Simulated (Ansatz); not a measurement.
Program: Ansatz. Geometries: PBE0-D4/def2-TZVP. ΔE: electronic, gas phase. CCSD(T)/CBS is the MP2 limit (def2-TZVPP, def2-QZVPP) plus CCSD(T) − MP2 in def2-TZVPP, frozen cores. DFT in def2-TZVPP. For Se outer-core shells are correlated without core-valence functions, which leaves a few kJ/mol of doubt a bond. Scalar relativity is left out up to krypton. Each species was taken in one conformer, which may not be the lowest.

Consider the ligand exchange at the Si–N bond: `CN[SiH2]CCl` + H₂Se → `ClC[SiH2][SeH]` + CH₃NH₂.

| level | ΔE (kcal/mol) |
| --- | --- |
| PBE-D4 | -4.3 |
| HF/def2-TZVPP | -1.6 |

Q: What does CCSD(T)/CBS give? (An estimate is asked.)

A: Ansatz gave: -3.1 kcal/mol. The listed levels differ from it by -1.2, 1.5 kcal/mol.

Largest T1 diagnostic among the species: 0.010.

The D4 term adds +0.8 kcal/mol with B3LYP and +0.5 kcal/mol with PBE0; it sums over pairs of atoms, weighted by their polarisabilities, and B3LYP, whose exchange is more repulsive, gets the larger term.

B3LYP here is the variant with VWN-RPA as its local correlation; programs differ in this.
